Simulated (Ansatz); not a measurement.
Input for Ansatz (development build ahead of 0.2.0):

```yaml
crystal:
  periodic: [false, false, false]
  atoms:
    - { symbol: Co, position_ang: [0.0, 0.0, 0.0] }
    - { symbol: O, position_ang: [0.0, 0.0, 1.63] }
basis:
  gaussian: { orbitals: pcseg-2 }
magnetization:
  spin_polarized: true
  initial_magnetization: 3
hamiltonian:
  xc: pbe
```

The input is written out in the form of the current development build from the run's settings.

Results

- Converged: yes
- Total energy: -1457.70899 hartree
- Spin squared of the determinant: 3.772
- Stability test: minimum

Caution: other spin multiplicities were not run.
